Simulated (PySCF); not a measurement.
Isomers of C5H8F3PSi, from PBE0-D3(BJ)/def2-SVP geometry optimisation, gas phase (PySCF). One conformer each, no zero-point energy, no frequencies.

**Question.** Which isomer lies lower at this level?
A. `[F:1][C:2]([F:3])([F:4])[P:5]1[CH2:6][CH2:7][CH:8]=[C:9]1[SiH3:10]` with C2–P5–C6–C7 84°, P5–C6–C7–C8 17°, C6–C7–C8–C9 -13°, C2–P5–C9–C8 -92°: A = 1271, B = 880.0, C = 655.4 MHz, dipole 2.97 D
B. `[CH3:1][C:2]([SiH3:3])=[C:4]=[P:5][CH2:6][C:7]([F:8])([F:9])[F:10]` with C4–P5–C6–C7 -66°: A = 1405, B = 591.9, C = 508.8 MHz, dipole 2.24 D

**Answer.** A. That is `FC(F)(F)P1CCC=C1[SiH3]`, 22.8 kcal/mol below the other.

```json
{"SMILES": "FC(F)(F)P1CCC=C1[SiH3]", "mapped SMILES": "[F:1][C:2]([F:3])([F:4])[P:5]1[CH2:6][CH2:7][CH:8]=[C:9]1[SiH3:10]", "E (Eh)": "-1124.39458", "relative (kcal/mol)": "0.0", "relative (kJ/mol)": "0.0", "dipole (D)": "2.97"}
{"SMILES": "CC([SiH3])=C=PCC(F)(F)F", "mapped SMILES": "[CH3:1][C:2]([SiH3:3])=[C:4]=[P:5][CH2:6][C:7]([F:8])([F:9])[F:10]", "E (Eh)": "-1124.35831", "relative (kcal/mol)": "22.8", "relative (kJ/mol)": "95.2", "dipole (D)": "2.24"}
```

As drawn, the higher has cumulated double bonds, which the lower lacks.
